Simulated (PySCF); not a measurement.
Precursor series Zr Cl-NH2. Gas-phase values, no solvent. One relaxed conformer stands for each flexible species; it need not be the lowest.

The LUMO from two functionals at the same geometries (TPSS-D3(BJ)/def2-SVP), both in PySCF: PBE-D3(BJ)/def2-TZVP and TPSSh-D3(BJ)/def2-TZVP. 

| species | PBE-D3(BJ)/def2-TZVP (eV) | TPSSh-D3(BJ)/def2-TZVP (eV) |
|---|---|---|
| 0 of 4 Cl replaced by NH2 ([Zr(Cl)4]) | -3.57 | -3.22 |
| 1 of 4 Cl replaced by NH2 ([Zr(Cl)3(NH2)]) | -3.12 | -2.73 |
| 2 of 4 Cl replaced by NH2 ([Zr(Cl)2(NH2)2]) | -2.66 | -2.23 |
| 3 of 4 Cl replaced by NH2 ([Zr(Cl)(NH2)3]) | -1.43 | -0.98 |
| 4 of 4 Cl replaced by NH2 ([Zr(NH2)4]) | -0.88 | -0.39 |

Over these rows, drawn at random from the members with no instability flagged (it was tested for open shells, ions and some series alone), PBE minus TPSSh-D3(BJ): mean -0.42 eV, from -0.49 eV to -0.34 eV.
